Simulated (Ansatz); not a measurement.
Computed with Ansatz on PBE0-D4/def2-TZVP structures; ΔE is electronic, products minus reactants. CCSD(T)/CBS is the MP2 limit (def2-TZVPP, def2-QZVPP) plus CCSD(T) − MP2 in def2-TZVPP, frozen cores. Functionals use def2-TZVPP. B3LYP here is the variant with VWN-RPA as its local correlation; programs differ in this. HSE06 is defined as in plane-wave codes. Elements past krypton have def2 core potentials. For Te outer-core shells are correlated without core-valence functions, which leaves a few kJ/mol of doubt a bond. Each species was taken in one conformer, which may not be the lowest.

`O=CC(F)[TeH]` + `OB1CS1` → `[TeH]B1CS1` + `O=CC(O)F`  (formal exchange of groups at a Te–C bond)

```json
{"level": "PBE-D4", "ΔE (kcal/mol)": "12.5", "difference from CCSD(T)/CBS": "0.8"}
{"level": "revPBE-D4", "ΔE (kcal/mol)": "13.0", "difference from CCSD(T)/CBS": "1.3"}
{"level": "BLYP-D4", "ΔE (kcal/mol)": "15.2", "difference from CCSD(T)/CBS": "3.5"}
{"level": "B97M-V", "ΔE (kcal/mol)": "13.7", "difference from CCSD(T)/CBS": "2.0"}
{"level": "HSE06-D4", "ΔE (kcal/mol)": "11.5", "difference from CCSD(T)/CBS": "-0.2"}
{"level": "ωB97M-V", "ΔE (kcal/mol)": "12.3", "difference from CCSD(T)/CBS": "0.6"}
{"level": "BLYP", "ΔE (kcal/mol)": "14.9", "difference from CCSD(T)/CBS": "3.2"}
{"level": "B3LYP", "ΔE (kcal/mol)": "13.8", "difference from CCSD(T)/CBS": "2.1"}
{"level": "BHLYP", "ΔE (kcal/mol)": "12.7", "difference from CCSD(T)/CBS": "1.0"}
{"level": "CAM-B3LYP", "ΔE (kcal/mol)": "12.7", "difference from CCSD(T)/CBS": "1.0"}
{"level": "CCSD(T)/def2-SVP", "ΔE (kcal/mol)": "7.9", "difference from CCSD(T)/CBS": "-3.8"}
{"level": "MP2/def2-TZVPP", "ΔE (kcal/mol)": "11.2", "difference from CCSD(T)/CBS": "-0.5"}
{"level": "CCSD/def2-TZVPP", "ΔE (kcal/mol)": "11.0", "difference from CCSD(T)/CBS": "-0.7"}
{"level": "HF/def2-QZVPP", "ΔE (kcal/mol)": "11.8", "difference from CCSD(T)/CBS": "0.1"}
{"level": "SCS-MP2/def2-QZVPP", "ΔE (kcal/mol)": "12.2", "difference from CCSD(T)/CBS": "0.5"}
{"level": "MP2/CBS(def2)", "ΔE (kcal/mol)": "12.1", "difference from CCSD(T)/CBS": "0.4"}
{"level": "CCSD(T)/CBS", "ΔE (kcal/mol)": "11.7", "difference from CCSD(T)/CBS": "0"}
```

Largest T1 diagnostic among the species: 0.014.

From r2SCAN to r2SCAN0 (25 % exact exchange), in def2-TZVPP and without D4, ΔE moves by −1.0 kcal/mol. At CCSD(T), def2-SVP lies −3.8 kcal/mol from the extrapolated value and def2-TZVPP −0.9 kcal/mol.
